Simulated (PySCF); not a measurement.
Species: C3H7NOSi.
SMILES with atom numbers: `[CH3:1][CH2:2][O:3][SiH2:4][C:5]#[N:6]` (hydrogens: H7, H8, H9 on C1; H10, H11 on C2; H12, H13 on Si4)

Theory: PySCF, PBE0-D3(BJ)/def2-SVP geometry optimisation, gas phase.

Q: What internal coordinates does the optimisation give?

A: 
```json
{"bond": "C1–C2", "length (Å)": "1.508"}
{"bond": "C2–O3", "length (Å)": "1.417"}
{"bond": "O3–Si4", "length (Å)": "1.647"}
{"bond": "Si4–C5", "length (Å)": "1.868"}
{"bond": "C5≡N6", "length (Å)": "1.160"}
{"bond": "C1–H7, C1–H8, C1–H9", "length (Å)": "1.100"}
{"bond": "C2–H10, C2–H11", "length (Å)": "1.106"}
{"bond": "Si4–H12", "length (Å)": "1.489"}
{"bond": "Si4–H13", "length (Å)": "1.480"}
```

Bonds in one row agree within 0.01 Å and their mean is given. A selection of angles:
```json
{"angle": "C2–C1–H7", "degrees": "110.4"}
{"angle": "C2–C1–H8", "degrees": "110.5"}
{"angle": "H7–C1–H8", "degrees": "108.2"}
{"angle": "H7–C1–H9", "degrees": "108.5"}
{"angle": "C1–C2–O3", "degrees": "109.2"}
{"angle": "C1–C2–H10", "degrees": "110.5"}
{"angle": "O3–C2–H10", "degrees": "109.7"}
{"angle": "H10–C2–H11", "degrees": "107.1"}
{"angle": "C2–O3–Si4", "degrees": "125.0"}
{"angle": "O3–Si4–C5", "degrees": "108.5"}
{"angle": "O3–Si4–H12", "degrees": "113.0"}
{"angle": "O3–Si4–H13", "degrees": "108.4"}
{"angle": "C5–Si4–H12", "degrees": "106.0"}
{"angle": "C5–Si4–H13", "degrees": "108.2"}
{"angle": "H12–Si4–H13", "degrees": "112.6"}
{"angle": "Si4–C5–N6", "degrees": "178.0"}
```

Dihedral angles: C1–C2–O3–Si4 179° (antiperiplanar); C2–O3–Si4–C5 58° (synclinal). The mirror-image conformer, all signs reversed, is as good.

Si4 (oxygen-bound silicon) is tetrahedral (angles from 106.0° to 113.0°). Of the pairs four or more bonds apart, C5···H10 is among the closest relative to their van der Waals radii: 3.02 Å, 104 % of the sum of Bondi's values.

Point group: C1 (no symmetry element, even within 0.4 Å). Not checked by PBE0-D3(BJ)/def2-SVP frequencies. One conformer, not necessarily the lowest.
